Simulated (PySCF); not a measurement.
**Orbital energies, ionisation energy and electron affinity**

Species: C₇H₄ClFO.
Numbering: `[O:1]=[C:2]([Cl:3])[c:4]1[cH:5][cH:6][cH:7][c:8]([F:9])[cH:10]1` (hydrogens: H11 on C5; H12 on C6; H13 on C7; H14 on C10)

Geometry (PBE0-D3(BJ)/def2-SVP, Å), atoms numbered from 1 in this order:
```
atom  x, y, z in Å
O1     2.9149    1.2760    0.2679
C2     2.3294    0.2438    0.2988
Cl3    3.2225   -1.2752    0.5910
C4     0.8650    0.0837    0.1107
C5     0.1311    1.2562   -0.1163
C6    -1.2447    1.1838   -0.3027
C7    -1.8979   -0.0474   -0.2657
C8    -1.1527   -1.1995   -0.0393
F9    -1.7727   -2.3747   -0.0036
C10    0.2208   -1.1564    0.1505
H11    0.6589    2.2106   -0.1421
H12   -1.8201    2.0949   -0.4796
H13   -2.9767   -0.1308   -0.4098
H14    0.7763   -2.0777    0.3255
```

Level: PBE0/def2-SVPD (PySCF). Frontier orbitals with their largest atomic shares (Löwdin; up to four atoms above 4 %):

```tsv
orbital	ε (eV)	main atoms
HOMO−3	-9.53	Cl3 74 %, C2 9 %, O1 6 %, C4 5 %
HOMO−2	-8.78	O1 52 %, Cl3 30 %, C2 7 %, C4 5 %
HOMO−1	-8.41	C7 20 %, C4 20 %, C6 19 %, C10 16 %
HOMO	-7.92	?
LUMO	-2.50	C2 21 %, O1 18 %, C7 13 %, C4 11 %
LUMO+1	-0.98	C6 22 %, C5 18 %, C10 16 %, C8 16 %
LUMO+2	0.28	Cl3 44 %, C2 21 %, O1 7 %, C5 4 %
```

What vertical ionisation energy does ΔSCF give, and how far is −ε(HOMO) from it?

ΔSCF: 9.76 eV (942 kJ/mol; threshold wavelength 127 nm); ⟨S²⟩ of the doublet left behind is 0.765, against 0.75 for a pure doublet. −ε(HOMO) is 7.92 eV, 1.84 eV below it. For the exact functional −ε(HOMO) would equal the first vertical ionisation energy; PBE0 (global hybrid, 25 % exact exchange) falls short of its own ΔSCF value by 19 %.

On which atoms does the HOMO lie?

C5 (aromatic CH carbon) 22 %, C8 (aromatic C–F carbon) 20 %, C10 (aromatic CH carbon) 12 %, F9 (aryl fluorine) 12 %, so no atom holds as much as 40 %. The HOMO−1 lies 0.49 eV lower.

And the vertical electron affinity, the fundamental gap, Mulliken's electronegativity and the hardness (with the factor ½)?

EA = 0.82 eV by ΔSCF (−ε(LUMO) = 2.50 eV). IE − EA = 8.94 eV against an orbital gap of 5.42 eV; (IE + EA)/2 = 5.29 eV; (IE − EA)/2 = 4.47 eV. Parr's electrophilicity index (IE + EA)²/[8(IE − EA)] is 1.57 eV.

What kinetic energy would electrons from this vertical process carry with He II light (40.814 eV)?

40.81 − 9.76 = 31.05 eV.

How many of the 10 lowest singlet excitations (vertical TDDFT, same level) lie below the ionisation energy?

All 10; they run from 4.50 to 7.18 eV.

With α = 99.0 au, estimate the like-pair dispersion coefficient by London's formula C6 = (3/4)α²I.

I = 0.3587 Eh, so C6 ≈ 2640 au, a rough estimate.

Isolated species at its PBE0-D3(BJ)/def2-SVP geometry (one conformer only).
